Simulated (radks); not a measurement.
Results of a calculation; reference values are marked as such.
The mean radii <r> (bohr) of the occupied orbitals of an atom or ion are listed with their occupations. Level of theory: Dirac Kohn-Sham, PBE, spin-unpolarised, spherical densities, finite nucleus; Fermi nuclear charge, rms radius of each element as measured or else 0.836 A^(1/3) + 0.57 fm (a radial shooting solver on a logarithmic mesh with Libxc functionals).

orbital  occ.      <r>
1s1/2       2  0.01804
2s1/2       2  0.07559
2p1/2       2  0.06246
2p3/2       4  0.07053
3s1/2       2   0.1969
3p1/2       2   0.1869
3p3/2       4   0.2018
3d3/2       4   0.1764
3d5/2       6   0.1810
4s1/2       2   0.4403
4p1/2       2   0.4447
4p3/2       4   0.4779
4d3/2       4   0.4921
4d5/2       6   0.5033
5s1/2       2   0.9809
5p1/2       2    1.043
4f5/2       6   0.5571
4f7/2       8   0.5641
5p3/2       1    1.110

Name the element and its charge. Open shells, if any, fill j = l - 1/2 first.

Answer. Z = 75, rhenium, charge +10: Re10+ in [Kr] 4d10 4f14 5s2 5p3. The 1s radius gives Z: for a bare nucleus <r> = (2 gamma + 1)/(2Z) with gamma = sqrt(1 - (Z/c)^2), 0.01783 bohr for Z = 75, and screening makes it slightly larger (0.01804 here). The occupations add up to 65, and the charge is Z minus that.
